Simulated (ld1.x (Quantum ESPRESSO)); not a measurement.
Before and after: TM potential for lead

```
Element                 : lead (Pb)
Generator               : ld1.x (Quantum ESPRESSO) 7.5
Type                    : norm-conserving Troullier–Martins (Kleinman–Bylander form)
Functional              : PBEsol
Relativity              : scalar-relativistic
Frozen core             : [Xe] 4f14
Valence charge          : 14
Reference configuration : 5d10 6s2 6p1 (charge +1)
Partial waves           : 6p (bound): rc 2.70 bohr; 5d (bound): rc 1.30 bohr; 5f channel at -0.1 Ry: rc 2.65 bohr; 6s (bound): rc 1.80 bohr
Local potential         : the s channel
Core correction         : a·sin(br)/r model core, default radius (core density twice the valence density)
```

Change: functional LDA (PZ).

Cutoffs: the cutoffs (Ry, on a coarse ladder) from which the occupation-weighted sum of valence levels, in a spherical-Bessel basis at the reference potential, stays within 10 and 1 mRy of its value at 400 Ry; they do not see the model core or the augmentation charge, which bear on the density cutoff. Errors are all-electron minus pseudo energies relative to the spin-unpolarised reference configuration.

Question: Predict the effect on cutoff, ghosts and configuration errors.

Answer: The potential gets neither clearly harder nor softer (80 Ry and 100 Ry → 80 Ry and 100 Ry); the number of tests with a reliable result goes from 7 to 9; of the 7 tests that both files solve, the error grows in 0 and shrinks in 2 by more than 15 % and 0.3 meV (median size 5.8 → 4.7 meV); neither file shows a bound ghost.

| quantity | base | changed |
| --- | --- | --- |
| cutoff, loose | 80 Ry | 80 Ry |
| cutoff, tight | 100 Ry | 100 Ry |
| bound ghosts | none | none |
| error for 5d10 6s2 6p2, meV [ΔE -6.60 → -6.83 eV] | +3.1 | +3.2 |
| error for 5d10 6s2 6p0, meV [ΔE 13.45 → 13.76 eV] | -9.8 | -9.1 |
| error for 5d10 6s1 6p0, meV [ΔE 45.93 → 46.64 eV] | -37 | -32 |
| error for 5d10 6s1 6p3, meV [ΔE 2.17 → 1.99 eV] | -5.7 | -4.1 |
| error for 5d10 6s2 6p2.3, meV [ΔE -7.40 → -7.69 eV] | +3.7 | +3.9 |
| error for 5d9 6s2 6p2, meV [ΔE 20.56 → 20.47 eV] | -192 | -184 |
| error for 5d10 6s1 6p2, meV [ΔE 9.58 → 9.60 eV] | -5.8 | -4.7 |
| s: phases at 2.97 bohr within 0.05 rad from the reference energy up to (Ry; the scan ends near 5) | 1.1 | 1.1 |
| p: phases at 2.97 bohr within 0.05 rad from the reference energy up to (Ry; the scan ends near 5) | 2.1 | 2.1 |
| d: phases at 2.97 bohr within 0.05 rad from the reference energy up to (Ry; the scan ends near 5) | 0.0 | -0.0 |
| f: phases at 2.97 bohr within 0.05 rad from the reference energy up to (Ry; the scan ends near 5) | 2.8 | 2.8 |
